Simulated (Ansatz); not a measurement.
Species: sum formula FeHSCl, net charge 0, quintet state. The spin state was set by rule; other spins were not relaxed. 
Coordinates optimised at B3LYP-D3(BJ)/def2-TZVP (Ansatz, a first-principles code):
SMILES: [SH][Fe][Cl]
```xyz
4

Fe    -0.0028     0.0139    -0.0145
Cl    -0.2989     1.4703    -1.5773
S      0.3045    -1.4282     1.6472
H      0.2809    -2.5039     0.8360
```
Charge 0, spin multiplicity 5.

Wanted: atomisation energy (electronic, to ground-state atoms), in kJ/mol. Valence correlation only, unless marked. Open shells are spin-unrestricted. No spin-orbit coupling. The frozen core is the preceding noble-gas configuration, with the filled d and f shells of earlier blocks. Non-relativistic. The coupled-cluster limit lacks core correlation, which all-electron functionals hold. CBS marks a two-point X^-3 extrapolation of the correlation energy; Hartree-Fock from the larger set. The bracket is a focal-point correction in the basis named.

```csv
level,program,atomisation energy (kJ/mol)
PBE0/STO-3G,Ansatz,1263.0
B2PLYP/def2-TZVPD,Ansatz,1039.8
MP2/STO-3G,Ansatz,867.1
MP2/def2-SVP,Ansatz,948.9
SCS-MP2/STO-3G,Ansatz,866.9
```

Q: Estimate the value at RI-MP2/CBS(def2-TZVPP,def2-QZVPP)+[CCSD(T)-MP2]/def2-TZVPP as computed with Ansatz.

A: 1071.1 kJ/mol
